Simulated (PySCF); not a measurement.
Molecule: SMILES COC(=O)C(C)(C)C, C₆H₁₂O₂.

Geometry:
| atom | x (Å) | y (Å) | z (Å) |
| --- | --- | --- | --- |
| C1 | 2.581 | 0.279 | -0.811 |
| O2 | 1.357 | 0.302 | -0.100 |
| C3 | 0.298 | -0.216 | -0.737 |
| O4 | 0.369 | -0.665 | -1.851 |
| C5 | -0.959 | -0.165 | 0.123 |
| C6 | -1.223 | 1.289 | 0.533 |
| C7 | -0.724 | -1.024 | 1.372 |
| C8 | -2.127 | -0.713 | -0.689 |
| H9 | 2.849 | -0.749 | -1.098 |
| H10 | 2.515 | 0.884 | -1.727 |
| H11 | 3.339 | 0.695 | -0.137 |
| H12 | -2.135 | 1.343 | 1.147 |
| H13 | -1.372 | 1.930 | -0.349 |
| H14 | -0.386 | 1.695 | 1.117 |
| H15 | -1.621 | -1.010 | 2.010 |
| H16 | -0.518 | -2.071 | 1.101 |
| H17 | 0.125 | -0.646 | 1.960 |
| H18 | -3.047 | -0.692 | -0.086 |
| H19 | -2.292 | -0.118 | -1.599 |
| H20 | -1.938 | -1.749 | -1.005 |

Geometry PBE0-D3(BJ)/def2-SVP throughout; GIAO in PySCF, gas phase, one conformer, non-relativistic; equivalent atoms averaged; functional PBE0.

Question: How do the absolute shieldings σ depend on the basis set? (ppm; last column core-seconds on shared hosts with different chips, so compare them loosely)

Answer: 
```tsv
basis set	functions	C3	C1	C5	C6/C7/C8	O4	O2	H9/H10/H11	H12/H13/H14/H15/H16/H17/H18/H19/H20	core-s
STO-3G	52	117.0	187.1	197.8	208.8	-63.3	245.6	29.99	31.54	7.2
pcSseg-0	96	0.3	138.3	153.2	162.4	-143.8	161.8	28.85	31.46	13
6-31G	96	25.4	150.4	160.0	171.0	-93.5	162.6	28.82	31.25	15
6-31G*	136	27.8	144.8	157.6	167.1	-58.1	176.9	28.45	30.78	22
cc-pVDZ	172	23.6	147.4	155.6	168.2	-67.3	174.7	27.85	30.20	37
def2-SVP	172	21.0	144.7	157.3	165.9	-68.2	177.4	27.94	30.31	32
pcSseg-1	196	1.1	132.4	145.5	155.7	-103.3	154.0	27.68	30.12	49
6-311+G(2d,p)	288	5.5	135.8	146.1	159.0	-83.7	154.2	28.02	30.40	68
aug-cc-pVDZ	292	18.8	146.1	154.0	168.1	-55.6	171.8	27.79	30.21	81
def2-TZVP	320	4.0	134.9	146.2	158.4	-87.5	155.3	28.03	30.37	96
```

Question: Which nucleus moves most, in ppm?

Answer: C3 (ester carbonyl carbon): from 0.3 ppm with pcSseg-0 to 117.0 ppm with STO-3G. The smallest spread is 1.41 ppm, at H12/H13/H14/H15/H16/H17/H18/H19/H20. Proton shifts span only some 12 ppm, so a few tenths of a ppm matter as much there as several ppm in carbon.

Question: Taking the largest basis, def2-TZVP (320 functions), as the yardstick, rank the others by their worst heavy-atom deviation.

Answer: 6-311+G(2d,p) 3.8 ppm (288 functions), pcSseg-1 15.9 ppm (196 functions), cc-pVDZ 20.2 ppm (172 functions), 6-31G 21.4 ppm (96 functions), def2-SVP 22.1 ppm (172 functions), 6-31G* 29.4 ppm (136 functions), aug-cc-pVDZ 31.9 ppm (292 functions), pcSseg-0 56.3 ppm (96 functions), STO-3G 113.0 ppm (52 functions).

A small basis that lands close on one nucleus may do so by chance; judge by the trend and by all nuclei.
